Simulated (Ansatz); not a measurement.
Total energies of CH₃F₂Sn (`[CH3][Sn]([F])[F]`) radical.

```tsv
atom	x (Å)	y (Å)	z (Å)
C1	0.7142	0.3010	-0.6200
Sn2	-1.0652	0.3346	0.6361
F3	-0.4634	-0.3067	2.3521
F4	-2.1188	-1.1622	0.0300
H5	0.4220	0.5232	-1.6438
H6	1.4249	1.0289	-0.2354
H7	1.0864	-0.7188	-0.5189
```

The species carries charge 0 and has multiplicity 2. Correlated methods include outer-core shells of Sn, which these sets cover unevenly. Sn takes the def2 core potential. All single points use the PBE0-D4/def2-TZVP geometry. Basis def2-TZVPP, the Gaussian-basis code of Ansatz.

RPA on PBE orbitals: Hartree–Fock energy of these orbitals -451.93243 Eh, correlation -1.48104 Eh (frozen core).

| functional | energy without D4 (Eh) | D4 term (kJ/mol) |
| --- | --- | --- |
| LDA (SPW92) | -452.06431 | – |
| revPBE | -454.02301 | -33.2 |
| BLYP | -453.97312 | -25.6 |
| r2SCAN | -454.03261 | -2.7 |
| B97M-V | -453.98240 | – |
| PBE0 | -453.81779 | -9.8 |
| B3LYP | -454.13264 | -19.1 |
| r2SCAN0 | -453.96834 | -3.2 |
| HSE06 (plane-wave form) | -453.80579 | -9.2 |
| BHLYP | -453.88294 | -15.7 |
| CAM-B3LYP | -453.97177 | -10.1 |
| ωB97X-V | -453.95245 | – |
| ωB97M-V | -453.93209 | – |
| PBE-QIDH | -453.58996 | – |

(1) Give the same for PBE, r2SCANh, LC-ωPBE, B2PLYP. (Estimate.)

B3LYP takes the VWN-RPA correlation (the form of Gaussian; ORCA's B3LYP/G). HSE06 is the plane-wave form, built on full-range PBE exchange. The double hybrids freeze the cores in their second-order part.

## Answers

(1) Computed: 
```tsv
functional	energy without D4 (Eh)	D4 term (kJ/mol)
PBE	-453.80972	-11.7
r2SCANh	-454.00627	-2.9
LC-ωPBE	-453.95541	–
B2PLYP	-453.70360	–
```

LC-ωPBE has ω = 0.4 bohr⁻¹.
